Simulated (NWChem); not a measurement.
System: HfI₃ cation; SMILES [I][Hf+]([I])[I]

NWChem input:

```
start job
memory heap 200 mb stack 900 mb global 1100 mb
charge 1
geometry units angstroms noautoz
  Hf     0.000000     0.000000     0.000000
  I     -1.860156    -1.860156     0.000000
  I     -0.680864     2.541020     0.000000
  I      2.541020    -0.680864     0.000000
end
basis spherical
  * library def2-svp
end
ecp
  I library def2-ecp
  Hf library def2-ecp
end
dft
  xc xwpbe 0.80 cpbe96 1.0 hfexch 1.00
  cam 0.2 cam_alpha 0.2 cam_beta 0.8
  iterations 150
  mulliken
end
task dft energy
```

NWChem printed, in part:

```
             Northwest Computational Chemistry Package (NWChem) 7.3.0
             --------------------------------------------------------

 D3H symmetry detected

                             Geometry "geometry" -> ""
                             -------------------------

 Output coordinates in angstroms (scale by  1.889725989 to convert to a.u.)

  No.       Tag          Charge          X              Y              Z
 ---- ---------------- ---------- -------------- -------------- --------------
    1 Hf                  72.0000     0.00000000     0.00000000     0.00000000
    2 I                   53.0000    -1.86015580    -1.86015580     0.00000000
    3 I                   53.0000    -0.68086428     2.54102007     0.00000000
    4 I                   53.0000     2.54102007    -0.68086428     0.00000000

 Effective nuclear repulsion energy (a.u.)    3281.5534844158

      Symmetry information
      --------------------

 Group name             D3h
 Group number             27
 Group order              12
 No. of unique centers     2

 Summary of "ao basis" -> "ao basis" (spherical)
 ------------------------------------------------------------------------------
       Tag                 Description            Shells   Functions and Types
 ---------------- ------------------------------  ------  ---------------------
 Hf                         def2-svp                12       32   6s3p2d1f
 I                          def2-svp                10       26   4s4p2d

      Symmetry analysis of basis
      --------------------------

        a1'        21
        a1"         2
        a2'         7
        a2"        10
        e'         48
        e"         22

  Rotation of axis

            General Information
            -------------------
          SCF calculation type: DFT
          Wavefunction type:  closed shell.
          No. of atoms     :     4
          No. of electrons :    86
           Alpha electrons :    43
            Beta electrons :    43
          Charge           :     1
          Spin multiplicity:     1
          Use of symmetry is: on ; symmetry adaption is: on
          Maximum number of iterations: 150
          AO basis - number of functions:   110
                     number of shells:    42
          Convergence on energy requested:  1.00D-06
          Convergence on density requested:  1.00D-05
          Convergence on gradient requested:  5.00D-04

              XC Information
              --------------
                     Hartree-Fock (Exact) Exchange  1.000
                     LC-wPBE(h)Exchange Functional  0.800
            Perdew 1991 LDA Correlation Functional  1.000 local
           PerdewBurkeErnz. Correlation Functional  1.000 non-local

           Range-Separation Parameters
           ---------------------------
           Alpha           :  0.20
           Beta            :  0.80
           Gamma           :  0.20
           Short-Range HF  :     F

             Grid Information
             ----------------
          Grid used for XC integration:  medium
          Radial quadrature: Mura-Knowles
          Angular quadrature: Lebedev.
          Tag              B.-S. Rad. Rad. Pts. Rad. Cut. Ang. Pts.
          ---              ---------- --------- --------- ---------
          Hf                  1.55      123          10.0       590
          I                   1.40      123          12.0       590
          Grid pruning is: on
          Number of quadrature shells:   246
          Spatial weights used:  Erf1

      Superposition of Atomic Density Guess
      -------------------------------------

 Sum of atomic energies:       -1093.31959992

 Renormalizing density from      87.00 to     86

      Non-variational initial energy
      ------------------------------

 Total energy =    -934.657785
 1-e energy   =   -2399.366341
 2-e energy   =    1065.906858
 HOMO         =      -0.569805
 LUMO         =      -0.255322

      Symmetry analysis of molecular orbitals - initial
      -------------------------------------------------

  Numbering of irreducible representations:

     1 a1'         2 a1"         3 a2'         4 a2"         5 e'
     6 e"

  Orbital symmetries:

     1 a1'         2 e'          3 e'          4 a1'         5 e'
     6 e'          7 e'          8 e'          9 a2'        10 a2"
    11 e"         12 e"         13 a1'        14 e'         15 e'
    16 a1'        17 e'         18 e'         19 a2'        20 a2"
    21 e"         22 e"         23 a1'        24 e"         25 e"
    26 e'         27 e'         28 a1"        29 e'         30 e'
    31 a2"        32 a1'        33 e'         34 e'         35 a1'
    36 e'         37 e'         38 e'         39 e'         40 e"
    41 e"         42 a2"        43 a2'        44 a1'        45 e"
    46 e"         47 e'         48 e'         49 a2"        50 a1'
    51 e'         52 e'         53 a1'

     ---------------------------------------------
      Total Density - Mulliken Population Analysis
     ---------------------------------------------

    Atom       Charge   Shell Charges
 -----------   ------   -------------------------------------------------------
    1 Hf  12     9.57   0.03 -0.30  1.75  0.51  0.50  0.07  5.48  0.62  0.05  0.59  0.23  0.05
    2 I   25    25.48   1.83  0.23  1.32  0.58  2.90  3.17  3.03  2.41  9.86  0.15
    3 I   25    25.48   1.83  0.23  1.32  0.58  2.90  3.17  3.03  2.41  9.86  0.15
    4 I   25    25.48   1.83  0.23  1.32  0.58  2.90  3.17  3.03  2.41  9.86  0.15

   convergence    iter        energy       DeltaE   RMS-Dens  Diis-err
 ---------------- ----- ----------------- --------- --------- ---------
 d= 0,ls=0.0,diis     1   -940.7436786251 -1.34D+03  4.33D-02  1.87D+00
 d= 0,ls=0.0,diis     2   -936.9614876989  3.78D+00  3.56D-02  2.76D+01
 d= 0,ls=0.0,diis     3   -941.0575351564 -4.10D+00  2.39D-03  4.99D-02
 d= 0,ls=0.0,diis     4   -941.0631474970 -5.61D-03  6.99D-04  3.83D-03
 d= 0,ls=0.0,diis     5   -941.0638248324 -6.77D-04  3.10D-04  3.29D-04
  Resetting Diis
 d= 0,ls=0.0,diis     6   -941.0639086232 -8.38D-05  1.69D-04  7.90D-05
 d= 0,ls=0.0,diis     7   -941.0639331052 -2.45D-05  3.94D-05  2.32D-06
 d= 0,ls=0.0,diis     8   -941.0639349410 -1.84D-06  2.24D-05  4.79D-07
 d= 0,ls=0.0,diis     9   -941.0639354107 -4.70D-07  1.22D-05  2.57D-07
 d= 0,ls=0.0,diis    10   -941.0639354923 -8.16D-08  2.63D-06  7.34D-08

         Total DFT energy =     -941.063935492338
      One electron energy =    -2413.942440988411
           Coulomb energy =     1146.566370681486
    Exchange-Corr. energy =      -72.489563010295
 Nuclear repulsion energy =      398.801697824882

 Numeric. integr. density =       86.000000449374

                  Occupations of the irreducible representations
                  ----------------------------------------------

                     irrep           alpha         beta
                     --------     --------     --------
                     a1'               7.0          7.0
                     a1"               1.0          1.0
                     a2'               3.0          3.0
                     a2"               4.0          4.0
                     e'               20.0         20.0
                     e"                8.0          8.0

                       DFT Final Molecular Orbital Analysis
                       ------------------------------------

 Vector   41  Occ=2.000000D+00  E=-5.461522D-01  Symmetry=e'
              MO Center= -4.8D-01, -3.9D-01, -3.5D-15, r^2= 7.8D+00
   Bfn.  Coefficient  Atom+Function         Bfn.  Coefficient  Atom+Function
  ----- ------------  ---------------      ----- ------------  ---------------
    44     -0.313419  2 I  py                43      0.294347  2 I  px
    95     -0.269724  4 I  px                70      0.266915  3 I  py
    98     -0.244087  4 I  px                73      0.238909  3 I  py
    47     -0.223466  2 I  py                46      0.205330  2 I  px
    69      0.171373  3 I  px                 7     -0.137382  1 Hf px

 Vector   42  Occ=2.000000D+00  E=-5.378986D-01  Symmetry=a2"
              MO Center= -2.1D-13, -6.2D-13, -1.8D-19, r^2= 8.3D+00
   Bfn.  Coefficient  Atom+Function         Bfn.  Coefficient  Atom+Function
  ----- ------------  ---------------      ----- ------------  ---------------
    45      0.354073  2 I  pz                71      0.354073  3 I  pz
    97      0.354073  4 I  pz                48      0.282063  2 I  pz
    74      0.282063  3 I  pz               100      0.282063  4 I  pz
    42     -0.140924  2 I  pz                68     -0.140924  3 I  pz
    94     -0.140924  4 I  pz                 9     -0.132469  1 Hf pz

 Vector   43  Occ=2.000000D+00  E=-5.187262D-01  Symmetry=a2'
              MO Center= -1.9D-11, -2.1D-11, -2.6D-18, r^2= 8.6D+00
   Bfn.  Coefficient  Atom+Function         Bfn.  Coefficient  Atom+Function
  ----- ------------  ---------------      ----- ------------  ---------------
    69      0.363889  3 I  px                96     -0.363889  4 I  py
    72      0.291740  3 I  px                99     -0.291740  4 I  py
    43     -0.266385  2 I  px                44      0.266385  2 I  py
    46     -0.213569  2 I  px                47      0.213569  2 I  py
    66     -0.143894  3 I  px                93      0.143894  4 I  py

 Vector   44  Occ=0.000000D+00  E=-2.613535D-01  Symmetry=a1'
              MO Center= -8.0D-14,  7.5D-14, -6.1D-16, r^2= 2.5D+00
   Bfn.  Coefficient  Atom+Function         Bfn.  Coefficient  Atom+Function
  ----- ------------  ---------------      ----- ------------  ---------------
    18      0.751598  1 Hf d  0               5      0.376292  1 Hf s
     3     -0.276566  1 Hf s                  6      0.246566  1 Hf s
    23      0.185206  1 Hf d  0               2      0.160299  1 Hf s
     4     -0.100235  1 Hf s                 35     -0.075822  2 I  s
    61     -0.075822  3 I  s                 87     -0.075822  4 I  s

 Vector   45  Occ=0.000000D+00  E=-2.344989D-01  Symmetry=e"
              MO Center=  2.5D-01, -1.6D-01, -1.2D-15, r^2= 3.5D+00
   Bfn.  Coefficient  Atom+Function         Bfn.  Coefficient  Atom+Function
  ----- ------------  ---------------      ----- ------------  ---------------
    19      0.834521  1 Hf d  1             100      0.314008  4 I  pz
    97      0.230827  4 I  pz                24      0.224755  1 Hf d  1
    48     -0.198915  2 I  pz                45     -0.146222  2 I  pz
    74     -0.115093  3 I  pz                94     -0.094499  4 I  pz
    17      0.091225  1 Hf d -1              71     -0.084604  3 I  pz

 Vector   46  Occ=0.000000D+00  E=-2.344989D-01  Symmetry=e"
              MO Center= -2.5D-01,  1.6D-01,  9.8D-13, r^2= 3.5D+00
   Bfn.  Coefficient  Atom+Function         Bfn.  Coefficient  Atom+Function
  ----- ------------  ---------------      ----- ------------  ---------------
    17      0.834521  1 Hf d -1              74     -0.296136  3 I  pz
    48      0.247741  2 I  pz                22      0.224755  1 Hf d -1
    71     -0.217689  3 I  pz                45      0.182114  2 I  pz
    19     -0.091225  1 Hf d  1              68      0.089121  3 I  pz
    42     -0.074557  2 I  pz                65      0.071405  3 I  pz

     ---------------------------------------------
      Total Density - Mulliken Population Analysis
     ---------------------------------------------

    Atom       Charge   Shell Charges
 -----------   ------   -------------------------------------------------------
    1 Hf  12    11.10   0.03 -0.30  1.81  0.46  0.59 -0.03  5.55  0.62  0.10  1.70  0.48  0.08
    2 I   25    24.97   1.83  0.22  1.33  0.58  2.93  3.12  2.68  2.24  9.79  0.24
    3 I   25    24.97   1.83  0.22  1.33  0.58  2.93  3.12  2.68  2.24  9.79  0.24
    4 I   25    24.97   1.83  0.22  1.33  0.58  2.93  3.12  2.68  2.24  9.79  0.24

     -------------------------------------------
      Total Density - Lowdin Population Analysis
     -------------------------------------------

    Atom       Charge   Shell Charges
 -----------   ------   -------------------------------------------------------
    1 Hf  12    12.28   0.00  0.03  1.10  0.79  0.41  0.20  4.94  1.29  0.55  1.54  1.26  0.16
    2 I   25    24.57   1.25  0.73  1.00  0.72  2.77  3.19  2.51  2.37  9.48  0.55
    3 I   25    24.57   1.25  0.73  1.00  0.72  2.77  3.19  2.51  2.37  9.48  0.55
    4 I   25    24.57   1.25  0.73  1.00  0.72  2.77  3.19  2.51  2.37  9.48  0.55

     Multipole analysis of the density
     ---------------------------------

     L   x y z        total         alpha         beta         nuclear
     -   - - -        -----         -----         ----         -------
     0   0 0 0      1.000000    -43.000000    -43.000000     87.000000

     1   1 0 0      0.000000      0.000000      0.000000      0.000000
     1   0 1 0     -0.000000     -0.000000     -0.000000      0.000000
     1   0 0 1     -0.000000     -0.000000     -0.000000      0.000000

     2   2 0 0    -65.839329   -496.289309   -496.289309    926.739289
     2   1 1 0      0.000000      0.000000      0.000000     -0.000000
     2   1 0 1      0.000000      0.000000      0.000000      0.000000
     2   0 2 0    -65.839329   -496.289309   -496.289309    926.739289
     2   0 1 1     -0.000000     -0.000000     -0.000000      0.000000
     2   0 0 2    -70.108185    -35.054093    -35.054093      0.000000
```

Level: LRC-wPBEh/def2-SVP with def2 effective core potentials on I, Hf. All runs use the structure optimised with PBE0/def2-SVP. No frequency run checked for a minimum. This spin state was assumed; another may lie lower. def2 effective core potentials on I, Hf; no spin-orbit coupling.
